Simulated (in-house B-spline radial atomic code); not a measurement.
The numbers below are computed, except where a source is named.
Mg ion on Cu atom: potential, deflection and energy transfer

The pair potential comes from two frozen, spherical free-atom densities (PBE, B-spline radial code, scalar-relativistic past argon): electrostatics plus the change in Thomas-Fermi kinetic and Dirac exchange energy where they overlap, the recipe behind the universal ZBL potential, which averages such potentials (from solid-state densities) over many pairs. It is written V = (Z1 Z2 e²/r) φ(r/a), with e² = 14.3996 eV·Å and a = 0.46850 Å/(Z1^0.23 + Z2^0.23); ZBL's fit is φ = 0.18175 e^(−3.1998x) + 0.50986 e^(−0.94229x) + 0.28022 e^(−0.4029x) + 0.02817 e^(−0.20162x). Where φ falls below 4e-4 it is continued as an exponential.

Masses 24.3 and 63.55 u.

```tsv
x = r/a	φ, this pair	φ, ZBL
0.1	0.8952	0.8928
0.25	0.7765	0.7647
0.5	0.6305	0.6096
1	0.4397	0.4164
1.5	0.3204	0.2995
2	0.2398	0.2218
3	0.1396	0.1292
4	0.08536	0.08026
5	0.05484	0.05224
6.5	0.02896	0.02914
8	0.01555	0.01705
10	0.007424	0.008778
12	0.004027	0.00474
14.5	0.002084	0.002328
17	0.001102	0.001212
```

At x = 2 the electrostatic, kinetic and exchange parts are 2360.26, 2866.45 and -172.36 eV. Find r, V and φ.

a = 0.46850/(1.7710 + 2.1695) = 0.11890 Å, so r = 0.23779 Å. V = 2360.26 + 2866.45 + (-172.36) = 5054.35 eV. The bare repulsion is 12 × 29 × 14.3996/0.23779 = 21073 eV, so φ = 0.2398, +8.2 % against ZBL's 0.2218. The kinetic (Pauli) term is 57 % of V here.

The ion comes in at 5.826 keV with impact parameter 0.2378 Å. The scattering integral gives a centre-of-mass angle of 60.14° and a closest approach of 2.877 a. What are the reduced energy, the energy passed on and the laboratory angles?

ε = E a M2/(Z1 Z2 e² (M1 + M2)) = 5826 × 1.7164e-05 = 0.1. The most that one collision can pass on is γE with γ = 4 M1 M2/(M1 + M2)² = 0.8004. Here T = γE sin²(θ/2) = 0.8004 × 5826 × 0.251 = 1171 eV. The ion turns by arctan(sin θ/(cos θ + M1/M2)) = 44.6°, and the struck atom leaves at (180° − θ)/2 = 59.9°. The closest approach is 0.342 Å. With ZBL the angle would be 57.39° and T = 1075 eV.
